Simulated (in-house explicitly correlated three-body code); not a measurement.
Computed with an exponentially correlated three-body code. Model: two electrons around a point charge, non-relativistic, variational in 260 exponentially correlated functions (energies converged to about 1e-7 hartree, or 1e-8 relative for large Z).

For this charge the correlation energy is taken as exact minus Hartree-Fock, from which it differs by microhartrees, and the kinetic parts follow from it.

For two electrons in a singlet the Kohn-Sham orbital is the square root of half the density, so the exact Kohn-Sham potential and energy parts follow from the density alone, and exchange is minus half the Hartree energy. The Kohn-Sham level equals minus the binding energy of the second electron.

Command:
```bash
python run_hyl.py task.json out
```
Settings (lengths in bohr, energies in hartree):
```
Z                      9.7
interaction_strength   1
functions              260
states_tried           13
```

Time taken, with all properties: 19 s on 1 thread of AMD EPYC 9R45 96-Core Processor (Zen 5) (shared host).

**Those bound S and P states to n = 4 that converged, binding against the one-electron ion.**

Given: nuclear charge 9.7.

Computed: one-electron threshold -47.045 hartree.

```csv
term,energy (hartree),binding (eV),quantum defect
1 1S,-88.1842802,1119.5,0.040873
2 3S,-57.0312926,271.74,0.053286
2 3P,-56.6915155,262.5,0.019299
2 1S,-56.6711085,261.94,0.0172
2 1P,?,?,?
3 3S,-51.3956981,118.39,0.05066
3 3P,-51.3028046,115.86,0.018661
3 1S,-51.3004971,115.8,0.017853
3 1P,-51.2333869,113.97,-0.0059438
4 3S,?,?,?
4 3P,-49.4322858,64.961,0.018451
4 1S,-49.4318262,64.949,0.018068
4 1P,-49.4037499,64.185,-0.0055606
```

What belongs in the row 2 1P?

energy (hartree): -56.4398036; binding (eV): 255.65; quantum defect: -0.0070602.

What belongs in the row 4 3S?

energy (hartree): -49.4703879; binding (eV): 65.998; quantum defect: 0.049849.

**Converged states only, values per electron or pair.**

```tsv
term	mean r (bohr)	mean r squared (bohr²)	mean inverse r (1/bohr)	mean r12 (bohr)	mean inverse r12 (1/bohr)	mean cosine	mean p1 dot p2 (bohr⁻²)	delta r1 (bohr⁻³)	delta r12 (bohr⁻³)
1 1S	0.16089	0.034691	9.3875	0.23695	5.7498	-0.013694	1.1772	271.07	29.589
2 3S	0.40552	0.26692	5.9685	0.68223	1.7264	-0.0046172	0.089803	160.35	-
2 3P	0.35829	0.20561	5.9495	0.5983	2.038	-0.072608	-5.9818	144.16	-
2 1S	?	?	?	?	?	?	?	?	?
2 1P	0.36686	0.21711	5.9327	0.5922	2.215	0.052391	5.7636	145.51	1.4081
3 3S	0.82811	1.2959	5.342	1.5125	0.84371	-0.0015461	0.026441	149.61	-
3 3P	0.7863	1.1743	5.3367	1.4312	0.92678	-0.017458	-1.3916	144.98	-
3 1S	0.84386	1.3511	5.3363	1.5421	0.92233	-0.0022923	0.032741	149.43	1.5077
3 1P	0.79846	1.2144	5.3322	1.4504	0.97817	0.012595	1.4361	145.29	0.45501
4 3S	?	?	?	?	?	?	?	?	-
4 3P	1.3866	3.905	5.1233	2.6255	0.52707	-0.0068784	-0.54175	145.15	-
4 1S	1.4441	4.2197	5.1231	2.7388	0.52514	-0.00098884	0.014109	147.01	0.63017
4 1P	1.4027	4.0013	5.1214	2.6557	0.5485	0.0049421	0.57125	145.26	0.1968
```

What belongs in the row 2 1S?

mean r (bohr): 0.41633; mean r squared (bohr²): 0.28407; mean inverse r (1/bohr): 5.9466; mean r12 (bohr): 0.69615; mean inverse r12 (1/bohr): 2.0225; mean cosine: -0.0071575; mean p1 dot p2 (bohr⁻²): 0.10349; delta r1 (bohr⁻³): 159.5; delta r12 (bohr⁻³): 5.1786.

What belongs in the row 4 3S?

mean r (bohr): 1.4231; mean r squared (bohr²): 4.0905; mean inverse r (1/bohr): 5.1255; mean r12 (bohr): 2.6976; mean inverse r12 (1/bohr): 0.49337; mean cosine: -0.00067298; mean p1 dot p2 (bohr⁻²): 0.01109; delta r1 (bohr⁻³): 147.07.

**Exact Kohn-Sham parts of the ground state from its density.**

Computed: Kohn-Sham kinetic 88.14 hartree; Hartree energy 11.68 hartree; exchange energy -5.84 hartree; kinetic part of the DFT correlation energy 0.044491 hartree; potential part of the DFT correlation energy -0.090154 hartree; exact minus restricted Hartree-Fock -0.045663 hartree; Kohn-Sham level -1119.5 eV; restricted Hartree-Fock level -1119.7 eV; C6 of two such species 3.8954e-05 hartree·bohr⁶.

What is the total energy?

-88.1842802 hartree.

What is the dipole polarisability?

0.0011858 bohr³.

**Functionals on the exact density and self-consistent, errors are functional minus exact, hybrids only self-consistent, a dash where a self-consistent run leaves the top level unbound.**

```csv
result,exchange error (millihartree),correlation error (millihartree),functional driven error (millihartree),density driven error (millihartree),self consistent total error (millihartree),top level plus exact binding (eV)
LDA VWN5,827.34,-155.61,671.74,-2.6526,669.09,63.907
B3LYP VWN-RPA,-,-,-,-,?,?
SCAN,-4.0419,1.672,-2.3699,-0.31467,-2.6846,51.481
PBEsol,363.92,-16.283,347.63,-1.4409,346.19,60.891
r2SCAN,-4.0419,1.672,-2.3699,-0.31467,-2.6846,51.481
TPSS,-3.6241,-3.1503,-6.7745,-0.36932,-7.1438,53.541
OLYP,30.211,-4.5559,25.655,-1.3088,24.347,57.159
r2SCAN0,-,-,-,-,-1.5274,38.389
BP86,43.585,-36.003,7.5815,-0.98746,6.594,57.185
PW91,96.759,-15.765,80.994,-1.4477,79.546,57.482
RPBE,15.837,-2.2326,13.604,-1.4766,12.128,57.399
wB97X,-,-,-,-,?,?
HSE06,-,-,-,-,76.054,43.675
PBE0,-,-,-,-,82.714,43.3
```

What belongs in the row B3LYP VWN-RPA?

self consistent total error (millihartree): 55.175; top level plus exact binding (eV): 45.685.

What belongs in the row wB97X?

self consistent total error (millihartree): -161.82; top level plus exact binding (eV): 43.692.

The density-driven part is never positive, since each functional's own density lowers its energy. Here it is small beside the functional-driven part (median ratio 0.055), the normal case.
